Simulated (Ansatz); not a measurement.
`N[SiH2]C[TeH]` + `C=C` → `C=CC[TeH]` + `N[SiH3]` at 400 K and 1 bar (formal exchange of groups at a C–Si bond).

Program: Ansatz. Geometries: PBE0-D4/def2-TZVP. ΔE: electronic, gas phase. CCSD(T)/CBS adds triple-zeta CCSD(T) − MP2 to the extrapolated MP2 energy (def2 sets, frozen cores). This one scheme is used for every species. Elements past krypton have def2 core potentials. For Te outer-core shells are correlated without core-valence functions, which leaves a few kJ/mol of doubt a bond. One conformer a species, not always the lowest.

```tsv
species	CCSD(T)/CBS energy (Eh)	H − E (kJ/mol)	S (J/(mol·K))
`N[SiH2]C[TeH]`	-653.80095	237.1	411.0
`C=C`	-78.48111	149.4	232.7
`C=CC[TeH]`	-385.46202	229.7	366.3
`N[SiH3]`	-346.80422	153.0	285.3
```

H − E and S are ideal-gas, rigid-rotor, harmonic terms from PBE0-D4/def2-TZVP, for one conformer and one mirror image of each species. 1 Eh = 2625.50 kJ/mol, R = 8.31446 J/(mol·K).

Task: By hand: ΔE, ΔH, ΔS and ΔG.

Result: ΔE = (-385.46202) + (-346.80422) − (-653.80095) − (-78.48111) = 0.01582 Eh = 41.5 kJ/mol. Δ(H − E) = 229.7 + 153.0 − 237.1 − 149.4 = -3.8, so ΔH = 37.7 kJ/mol. ΔS = 366.3 + 285.3 − 411.0 − 232.7 = 7.9 J/(mol·K). ΔG = 37.7 − 400 × (7.9)/1000 = 34.5 kJ/mol.

Task: By hand: the equilibrium constant, and the temperature at which ΔG would vanish if ΔH and ΔS stayed fixed.

Result: log₁₀ K = −ΔG/(RT ln 10) = -4.5. ΔG = 0 at ΔH/ΔS = 4772 K, far beyond where these terms or the molecules hold.

The number of gas molecules stays the same, so ΔS is small and ΔH decides. A doubt of 5 kJ/mol in ΔE shifts log₁₀ K by 0.7 here. Other conformers and mirror images would add mixing entropy, several J/(mol·K) or more a flexible species. These are equilibria of isolated gas molecules and say nothing of rates. Largest T1 diagnostic: 0.011 (customary marks: 0.02 for closed shells, 0.045 for open ones).
